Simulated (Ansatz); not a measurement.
Consider the substitution at a C–O bond: `CC(=O)O[SiH2]F` + `O[SiH](F)F` → `CC(=O)O[SiH](F)F` + `O[SiH2]F`.

Computed with Ansatz on PBE0-D4/def2-TZVP structures; ΔE is electronic, products minus reactants. CCSD(T)/CBS is the MP2 limit (def2-TZVPP, def2-QZVPP) plus CCSD(T) − MP2 in def2-TZVPP, frozen cores. Functionals use def2-TZVPP. B3LYP here is the variant with VWN-RPA as its local correlation; programs differ in this. Each species was taken in one conformer, which may not be the lowest.

```csv
species,B3LYP energy (Eh)
`CC(=O)O[SiH2]F`,-619.30745
`O[SiH](F)F`,-565.95829
`CC(=O)O[SiH](F)F`,-718.67208
`O[SiH2]F`,-466.59138
```

Question: Work out ΔE.

Answer: ΔE = (-718.67208) + (-466.59138) − (-619.30745) − (-565.95829) = 0.00228 Eh = +6.0 kJ/mol. CCSD(T)/CBS gives +6.9 kJ/mol.

Question: What do rigid-rotor, harmonic-oscillator terms from PBE0-D4/def2-TZVP frequencies (298.15 K, 1 bar) make of the CCSD(T)/CBS value? (Estimate.)

Answer: The calculation gave: ΔZPE = -0.2 kJ/mol, ΔH = +6.9 kJ/mol, ΔS = -1 J/(mol·K), ΔG = +7.2 kJ/mol.

Largest T1 diagnostic among the species: 0.014.

Leaving LDA and LC-ωPBE aside and taking each functional with its dispersion term where it has one, the values, not all of them listed here, spread over 2.9 kJ/mol, from BLYP-D4 to PBE-QIDH.
